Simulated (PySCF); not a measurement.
C7H11: g tensor and hyperfine couplings

Species: C7H11 (doublet state).
Numbering: `[CH2:1]=[CH:2][CH:3]1[CH2:4][C:5]([CH3:6])[CH2:7]1` (hydrogens: H8, H9 on C1; H10 on C2; H11 on C3; H12, H13 on C4; H14, H15, H16 on C6; H17, H18 on C7)

Cartesian coordinates in Å at the GFN2-xTB level; atoms count from 1:
```xyz
18
C7H11 angstrom
C      3.081    0.249    0.072
C      1.853    0.183   -0.408
C      0.632   -0.003    0.418
C     -0.505    1.017    0.143
C     -1.377   -0.122   -0.256
C     -2.644   -0.163   -1.008
C     -0.309   -1.141   -0.058
H      3.281    0.173    1.129
H      3.939    0.382   -0.565
H      1.679    0.263   -1.474
H      0.895   -0.076    1.473
H     -0.831    1.586    1.019
H     -0.282    1.740   -0.651
H     -3.136   -1.127   -0.878
H     -3.314    0.629   -0.672
H     -2.487   -0.018   -2.086
H     -0.511   -1.911    0.693
H      0.026   -1.653   -0.967
```

The hyperfine couplings belong to this conformer and change with its torsions.

Computed, not measured: UKS B3LYP, pcH-1 on C H, non-relativistic, mean-field spin-orbit, GIAO (PySCF). Geometry: GFN2-xTB, one conformer, isolated molecule. Couplings are sensitive to structure, and on GFN2-xTB geometries they can be far from those on DFT ones. The SCF solution wasn't tested for stability.

```
g1, g2, g3        : 2.00216, 2.00292, 2.00297
g_iso             : 2.00268
Form of g         : close to axial: the two nearest values differ by 7 % of g3 − g1
⟨S²⟩              : 0.7543 (exact 0.7500)
α and β electrons : 27, 26
Total energy      : -273.28759 Eh
```

Isotropic coupling and dipolar principal values T1 to T3, in MHz:

```
atom  isotope  a_iso     T1     T2     T3  Mulliken spin population
  C1      13C    0.0   -0.2   -0.2    0.4                      0.00
  C2      13C   -2.1   -0.4   -0.3    0.7                      0.00
  C3      13C    5.2   -1.4   -1.3    2.7                      0.01
  C4      13C  -32.9   -2.6   -0.3    2.8                     -0.09
  C5      13C  116.0  -80.3  -78.5  158.8                      0.95
  C6      13C  -28.6   -1.8   -0.8    2.6                     -0.07
  C7      13C  -33.0   -2.6   -0.3    2.8                     -0.09
  H8       1H    0.0   -0.6   -0.6    1.2                      0.00
  H9       1H   -0.1   -0.5   -0.4    0.9                      0.00
 H10       1H    0.9   -2.0   -1.5    3.5                      0.00
 H11       1H   -2.2   -2.6   -2.4    5.0                      0.00
 H12       1H  108.0   -4.8   -4.1    8.8                      0.05
 H13       1H  106.6   -4.2   -3.1    7.3                      0.05
 H14       1H   31.5   -4.9   -4.3    9.2                      0.01
 H15       1H   37.6   -4.8   -4.4    9.2                      0.01
 H16       1H  140.1   -4.6   -3.4    8.0                      0.07
 H17       1H  108.1   -4.8   -4.1    8.8                      0.05
 H18       1H  107.3   -4.2   -3.1    7.3                      0.05
```

The largest Mulliken spin populations are on C5 (+0.95), C7 (-0.09), C4 (-0.09) and C6 (-0.07). No atom but C5 exceeds +0.15. The positive populations add up to 1.25 and the negative ones to -0.25, together 2S = 1. The angles at C5 add up to 357.0°, so it is nearly planar.

Axes: g2 points within 4° of the C5–C6 bond.

Under fast tumbling the dipolar parts average out, and these isotropic splittings remain: 2 × 1H (H12/H17, I = 1/2, 3 lines) with 3.85 mT, 2 × 1H (H13/H18, I = 1/2, 3 lines) with 3.82 mT, 3 × 1H (H14/H15/H16, I = 1/2, 4 lines) with 2.49 mT, 1 × 1H (H11, I = 1/2, 2 lines) with 0.08 mT and 1 × 1H (H10, I = 1/2, 2 lines) with 0.03 mT.

Means are taken over nuclei equivalent by connectivity, which assumes that they swap fast. The three 1H nuclei of mean +69.7 MHz run from 31.5 to 140.1 MHz in the frozen geometry.

The 13C coupling of C5 (116.0 MHz) shows only in satellite lines or after enrichment, since that isotope makes up about 1.07 % of natural carbon.

β density exceeds α density at some nuclei, such as C4/C7 (-0.0294), C6 (-0.0254) and C2 (-0.0019), spin density in bohr⁻³. In a single determinant that takes different orbitals for the two spins, that is spin polarisation.

On one thread, Arm Neoverse V1 (aarch64) (shared host), this took 68 s (grids of density and orbitals included) and 0.97 GiB of memory at its peak.
